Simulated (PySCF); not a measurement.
Vibration and rotation of YbP

BLYP constants of YbP, quartet, about 13.8 electrons in the 4f shell (Mulliken) (basis Yb x2c-SVPall, P x2c-SVPall; spin-free X2C with a Gaussian nucleus; PySCF 2.14; masses 173.9389 and 30.9738 u):

- ωe: 205.5 cm⁻¹
- ωexe: 1.18 cm⁻¹
- Be: 0.085557 cm⁻¹
- αe: 0.000574 cm⁻¹
- D (centrifugal): 5.93e-08 cm⁻¹
- De to Yb (4f14 6s2) + P: 1.16 eV

Task: Give the vibrational terms G(v) and spacings up to v = 6.

Result: G(v) = ωe(v+½) − ωexe(v+½)².

| v | G(v) (cm⁻¹) | G(v) − G(v−1) | Bv (cm⁻¹) |
| --- | --- | --- | --- |
| 0 | 102.5 |  | 0.08527 |
| 1 | 305.6 | 203.1 | 0.08470 |
| 2 | 506.4 | 200.8 | 0.08412 |
| 3 | 704.8 | 198.4 | 0.08355 |
| 4 | 900.9 | 196.1 | 0.08297 |
| 5 | 1094.6 | 193.7 | 0.08240 |
| 6 | 1285.9 | 191.3 | 0.08183 |

Task: How well does the Morse estimate ωe²/(4ωexe) reproduce De, and what is D0?

Result: It gives 1.11 eV, 96 % of the computed De. D0 = De − G(0) = 1.16 − 0.01 = 1.15 eV.

These are scalar-relativistic numbers at best; spin–orbit coupling would shift them, the dissociation energy most. The state is the lowest single determinant that the PBE0 search found; with open d or f shells the true ground state can be another one.
